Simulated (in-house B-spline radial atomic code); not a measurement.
The chromium ion Cr⁷⁺: [He] 2s2 2p5 3s2 3p5 4p1 (an excited or competing configuration)

Computed with a radial B-spline atomic code at the basis-set limit: non-relativistic B97-1, spin-polarised, spherical fractional occupations, point nucleus.

Screening seen three ways: the hydrogenic charge with the same mean radius, Z_r = [3n² - l(l+1)]/(2<r>), the one with the same energy, Z_e = n√(-2ε), and Slater's rules. Values are occupation-weighted means over spin.

```tsv
shell	electrons	ε (eV)	<r> (bohr)	Z_r	Z_e	Slater
1s	2	-6098.5	0.06414	23.39	21.17	23.70
2s	2	-870.35	0.2908	20.63	16.00	20.20
2p	5	-773.66	0.2551	19.60	15.08	20.20
3s	2	-224.02	0.8056	16.76	12.17	13.95
3p	5	-193.49	0.8118	15.40	11.31	13.95
4p	1	-78.757	1.87	12.30	9.62	9.05
```

The least bound orbital is 4p up at -78.76 eV, and it is also the most diffuse (<r> = 1.87 bohr). The part-filled 2p shell lies below the filled 3s shell in orbital energy.

Caution: exact exchange at fractional occupations of open shells leaves self-interaction of up to several eV.
